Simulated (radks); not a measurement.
Question: Coherent X-ray form factor from a spherical all-electron density. Calculated with a radial shooting solver on a logarithmic mesh with Libxc functionals: Dirac Kohn-Sham, PBE, spin-unpolarised, spherical densities, point nucleus.

sin(theta)/lambda (1/angstrom)  f0 (electrons)
0.05                                    40.703
0.1                                     39.839
0.15                                    38.486
0.2                                     36.757
0.25                                    34.784
0.3                                     32.697
0.4                                     28.610
0.5                                     25.082
0.6                                     22.285
0.8                                     18.400
1                                       15.619
1.25                                    12.622
1.5                                     10.084
2                                        6.879

The species is in the configuration that NIST lists as its ground one. Which atom or ion scatters so?

Answer: The cadmium ion Cd7+, [Kr] 4d5. Extrapolating in s^2 from the first two rows gives f0(0) = 41.0, near the electron count 41; among species with that count, the fall with angle is slower the higher Z, and the table is that of Z = 48; from so few rows the species is fixed only to a neighbour or two.
